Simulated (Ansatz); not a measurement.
```yaml
crystal:
  periodic: [false, false, false]
  atoms:
    - {symbol: F, position_ang: [0.315114, -0.674377, 1.763414]}
    - {symbol: C, position_ang: [0.665812, -0.539888, 0.476427]}
    - {symbol: F, position_ang: [0.820825, -1.781385, -0.024818]}
    - {symbol: F, position_ang: [1.870118, 0.049297, 0.451410]}
    - {symbol: Si, position_ang: [-0.652049, 0.420200, -0.558894]}
    - {symbol: Cl, position_ang: [-0.852253, 2.283019, 0.238071]}
    - {symbol: H, position_ang: [-0.149702, 0.506772, -1.945112]}
    - {symbol: H, position_ang: [-1.925564, -0.320836, -0.456297]}
basis:
  gaussian: {orbitals: def2-TZVP}
hamiltonian: {xc: {name: r2SCAN0}, dispersion: d3bjatm, pseudopotentials: {relativity: scalar}}
accuracy: high
output: {forces: true}
```

```sh
$ ansatz run in.yaml --threads 4 --pin off --events-out ev --progress --plain --max-ram 10444MiB
```

Output, abridged:

```
Functional definition: r2SCAN0
3667 factors; integrals over basis functions are off by at most 2.5e-8 eV
mean field evaluation 1: about -29673.7733 eV, gradient 3.6e1 eV
mean field evaluation 2: about -29672.9968 eV, gradient 4.4e1 eV
mean field evaluation 4: about -29675.4412 eV, gradient 1.1e0 eV
mean field evaluation 8: about -29675.6981 eV, gradient 1.9e-1 eV
mean field evaluation 16: about -29675.6982 eV, gradient 2.3e-5 eV
mean field -29675.69820920 eV, -1090.5617942772 hartree, gradient 4.9e-8 eV, S^2 0.000000; 0 other end points of the search recorded, 0 dependent functions left out
reference -29675.69820977 eV, -1090.5617942984 hartree; 33, 33 occupied and 177, 177 virtual orbitals, 3667 factors
Total energy: -29675.75379028 eV, -1090.5638368444 hartree
Relativity: scalar
Atom 0 at     0.315114    -0.674377     1.763414 Å, force     0.108206     0.007906    -0.266967 eV/Å
Atom 1 at     0.665812    -0.539888     0.476427 Å, force     0.017045    -0.010148     0.006677 eV/Å
Atom 2 at     0.820825    -1.781385    -0.024818 Å, force    -0.003146     0.255500     0.138167 eV/Å
Atom 3 at     1.870118     0.049297     0.451410 Å, force    -0.244217    -0.156971     0.030170 eV/Å
Atom 4 at    -0.652049     0.420200    -0.558894 Å, force    -0.002405     0.008470     0.001141 eV/Å
Atom 5 at    -0.852253     2.283019     0.238071 Å, force     0.029219    -0.163479    -0.056144 eV/Å
Atom 6 at    -0.149702     0.506772    -1.945112 Å, force    -0.046352    -0.013784     0.151086 eV/Å
Atom 7 at    -1.925564    -0.320836    -0.456297 Å, force     0.141651     0.072506    -0.004130 eV/Å
Dipole moment:    -0.268474     0.041809    -0.295431 e Å
```

It took 35 s on 4 threads of an Arm Neoverse N1 on a shared host, with 1.3 GiB of host memory at the peak.
